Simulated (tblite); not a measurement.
CH6Br2SSi2.
Bonds: C1–S2, S2–Si3, Si3–Si4, Si4–Br5, Si4–Br6. Hydrogens: H7, H8, H9 on C1; H10, H11 on Si3; H12 on Si4.

Computed with GFN2-xTB (tblite), gas phase: L-BFGS steps from a force-field or distance-geometry start until the largest atomic force falls under 0.01 eV/Å.

Step 1: E = -548.9681 eV
```
atom  x, y, z in Å  |  force x, y, z in eV/Å
C1     -2.6734    0.0594    0.1381   -0.123   0.054   0.180
S2     -1.2377   -0.1826   -0.9479    0.235  -0.005   0.107
Si3     0.4228   -0.0311    0.4351   -0.453   0.148   0.317
Si4     2.4510   -0.2011   -0.6542   -0.443  -0.436  -0.056
Br5     4.1048   -0.1490    0.8496   -0.120  -0.010  -0.177
Br6     2.7513    1.4906   -2.0572    0.149  -0.025  -0.042
H7     -3.5767    0.0006   -0.4698    0.248  -0.047  -0.055
H8     -2.7084   -0.7082    0.9074    0.090  -0.036  -0.076
H9     -2.6312    1.0392    0.6060    0.098   0.023  -0.041
H10     0.2785    1.2598    1.1399    0.004  -0.203  -0.097
H11     0.2516   -1.1118    1.4248    0.055   0.162  -0.139
H12     2.5686   -1.4664   -1.3980    0.260   0.374   0.078
```

Step 2: E = -548.9957 eV
```
atom  x, y, z in Å  |  force x, y, z in eV/Å
C1     -2.6793    0.0618    0.1450    0.268  -0.028  -0.052
S2     -1.2288   -0.1829   -0.9446   -0.040   0.016   0.142
Si3     0.4066   -0.0258    0.4467   -0.121  -0.001  -0.002
Si4     2.4361   -0.2172   -0.6567   -0.430   0.133   0.160
Br5     4.1008   -0.1494    0.8437   -0.167  -0.024  -0.193
Br6     2.7564    1.4901   -2.0589    0.098  -0.147   0.052
H7     -3.5673   -0.0010   -0.4712    0.036  -0.041  -0.144
H8     -2.7052   -0.7092    0.9045    0.056  -0.100   0.042
H9     -2.6278    1.0394    0.6043    0.066   0.136   0.043
H10     0.2788    1.2523    1.1363   -0.038   0.089   0.069
H11     0.2536   -1.1059    1.4197    0.006  -0.004   0.034
H12     2.5774   -1.4528   -1.3948    0.266  -0.030  -0.152
```

Problem. Estimate the geometry and energy of step 3. (The exact step hangs on the optimiser's Hessian estimate; all steps are aligned on step 2, rigid shifts and turns removed.)

Solution. E = -549.0056 eV, largest force 0.434 eV/Å
```
atom  x, y, z in Å  |  force x, y, z in eV/Å
C1     -2.6776    0.0623    0.1465    0.260  -0.032  -0.076
S2     -1.2264   -0.1828   -0.9416   -0.094   0.012   0.090
Si3     0.3995   -0.0242    0.4504   -0.038  -0.024  -0.049
Si4     2.4250   -0.2203   -0.6550   -0.352   0.208   0.145
Br5     4.0969   -0.1498    0.8389   -0.179  -0.026  -0.182
Br6     2.7595    1.4877   -2.0586    0.075  -0.169   0.073
H7     -3.5635   -0.0021   -0.4736    0.041  -0.032  -0.119
H8     -2.7033   -0.7110    0.9042    0.048  -0.076   0.045
H9     -2.6257    1.0412    0.6043    0.053   0.106   0.043
H10     0.2783    1.2513    1.1362   -0.049   0.164   0.112
H11     0.2543   -1.1042    1.4186   -0.010  -0.056   0.090
H12     2.5843   -1.4490   -1.3962    0.244  -0.077  -0.172
```

The energy changes by -0.0099 eV. The first-order estimate −F·Δx gives -0.0114 eV and the mean of the old and new forces, exact on a quadratic surface, -0.0099 eV. The step makes an angle of 42° with the force vector and moves no atom by more than 0.012 Å.

What follows is the cost of the whole relaxation. Time: 1.7 s wall. Hardware: one thread, Arm Neoverse N1 (aarch64), shared host.
